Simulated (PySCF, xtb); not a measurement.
C3H6BNO, SMILES CB(CC#N)O.

GFN2-xTB (xtb) at its own geometry gives an orbital gap of 5.69 eV and a dipole moment of 2.94 D.

Geometry optimised at ωB97X-D3(BJ)/def2-SVP. The structure was generated by enumeration, and PubChem lists no compound with its InChIKey, so it may never have been made. Other conformers were not sampled.

Question: What does PBE0/def2-TZVP in PySCF give? (Estimate from the structure and the level; the computed values follow.)

Answer: gap 8.86 eV (levels -8.95 and -0.09 eV), dipole 3.40 D.
